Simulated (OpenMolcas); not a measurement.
V3+ among 8 point charges of -1.6 e arranged as a cube (Oh), 1.61 Å from the ion. The active orbitals were held to one l.
```
   0.9295    0.9295    0.9295  -1.60
   0.9295    0.9295   -0.9295  -1.60
   0.9295   -0.9295    0.9295  -1.60
   0.9295   -0.9295   -0.9295  -1.60
  -0.9295    0.9295    0.9295  -1.60
  -0.9295    0.9295   -0.9295  -1.60
  -0.9295   -0.9295    0.9295  -1.60
  -0.9295   -0.9295   -0.9295  -1.60
```

- Program: OpenMolcas
- Method: CASSCF
- Basis: ANO-RCC-VDZP [5s4p2d1f]
- Scalar Hamiltonian: DKH2, point nucleus
- Active space: 2 electrons in 5 orbitals (3d)
- State averaging: 2S+1 = 3 even, 10 roots; 2S+1 = 1 even, 15 roots
- Spin-orbit coupling: RASSI with atomic mean-field integrals over the reference wave functions

Question: What is the spin-free ground state (labels of O, the rotations of Oh)?

Answer: 3A2, 1-fold in its orbital part, 100 % from free-ion F terms; it has the highest spin that d2 allows.

Question: Where is the first state of the same spin?

Answer: 3T2 at 11800 cm-1 above the ground state.

Question: What are the lowest two levels with spin-orbit coupling?

Answer: A 3-fold level T2, then a 1-fold level A2 11696 cm-1 above it. Their leading multiplicities are 3 (100 %) and 3 (100 %).

Question: What is χT at 300 K, and how does it compare with the textbook value?

Answer: The lowest level has 2S+1 = 3, for which the spin-only value is χT = S(S+1) / 2 = 1.000 cm3 K/mol (g = 2). The computed 0.990 at 300 K differs by -0.010, through orbital momentum, spin-orbit coupling and any other state in reach.

Without dynamic correlation the repulsion within the d shell is too large (B by tens of per cent), so at a given field states of lower spin stand too high. This is an electrostatic model: the charges have no orbitals. No measured value stands beside these numbers.
